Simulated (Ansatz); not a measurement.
Na2Cl3. The state is a doublet with charge 0. Geometry PBE-D4/def2-SVP; atoms count from 1.

```xyz
5

Na   -0.5250    1.1556    0.9631
Na    0.6148   -0.6503   -1.3186
Cl   -1.4717   -1.3097    0.3059
Cl    0.3588    1.8614   -1.2948
Cl    1.0231   -1.0570    1.3444
```

In the doublet, Cl3 and Cl5 lie 2.71 Å apart (atoms count from 1), so these atoms are partly bonded to each other. The structure comes from a short search, and lower isomers may exist.

Estimate the Mulliken populations from the PBE0/def2-TZVP orbitals of Ansatz.


| atom | charge (e) | spin (α − β) |
| --- | --- | --- |
| Na1 | 0.63 | -0.01 |
| Na2 | 0.63 | -0.01 |
| Cl3 | -0.31 | 0.51 |
| Cl4 | -0.64 | 0.00 |
| Cl5 | -0.30 | 0.51 |
Mulliken values and Mayer orders depend strongly on the basis.

Where does the spin sit?

Summed by element: Na -0.02, Cl 1.02, of 1 unpaired in all. Largest on single atoms: Cl5 0.51, Cl3 0.51, Na1 -0.01.

And the Mayer bond orders between bonded heavy atoms (over 0.3)?

Na1–Cl4 0.34 (2.53 Å); Na2–Cl4 0.34 (2.52 Å). Values over 0.3 also appear between atoms too far apart for a bond (Cl3–Cl5 0.47 at 2.71 Å); they arise where an orbital or an unpaired electron spreads over both atoms.
